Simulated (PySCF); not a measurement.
**Silver: a sound run and one with changed settings**

Sound run: Ag⁺ [Kr] 4d10, Ag²⁺ [Kr] 4d9. Computed with PySCF 2.14 in aug-cc-pVDZ-PP with ECP28MDF (5s5p4d2f, 54 functions), with scalar relativity through the core potential. The sound run starts from symmetry-adapted Hartree-Fock orbitals and uses a fine grid where one is needed.

Changed run: radial step 0.5 in ln r (0.13 in the sound run). This setting is unsound on purpose.

| species | method | sound run (hartree) | changed run (hartree) | converged |
| --- | --- | --- | --- | --- |
| Ag⁺ | UHF | -145.82053 | -145.82053 | yes |
| Ag⁺ | BP86 | -146.72454 | -146.70449 | yes |
| Ag⁺ | M06-L | -146.74077 | -146.69950 | yes |
| Ag²⁺ | UHF | -145.09545 | -145.09545 | yes |
| Ag²⁺ | BP86 | -145.92163 | -145.89969 | yes |
| Ag²⁺ | M06-L | -145.95122 | -145.94682 | yes |

Ionisation energy of Ag⁺:

```csv
method,sound run (eV),changed run (eV)
UHF,19.730,19.730
BP86,21.848,21.900
M06-L,21.485,20.482
```

A coarse radial grid mis-integrates the density and the exchange-correlation energy, with errors of either sign; Hartree-Fock needs no grid.

For comparison, NIST gives 21.484 eV between the lowest levels.
